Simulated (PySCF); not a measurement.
Al(F)(I)(Me) (CH3AlFI), SMILES [CH3][Al]([F])[I].

Geometry: B3LYP-D3(BJ)/def2-SVP. The def2 effective core potentials stand for the cores of I; spin–orbit coupling is left out.

Level of theory: r2SCAN/def2-TZVP run with PySCF.

The molecule is in vacuum.

```yaml
total_energy: -680.13686 hartree
highest_occupied_level: -7.01 eV
lowest_empty_level: -1.40 eV
orbital_gap: 5.61 eV
dipole_moment: 2.03 D
quadrupole, principal values (traceless, Buckingham form, about the centre of nuclear charge): -9.43, 4.57, 4.86 D·Å
mean_static_polarisability: 68.0 bohr³ (10.07 Å³)
polarisability_principal_values: 54.5, 59.9, 89.5 bohr³
```
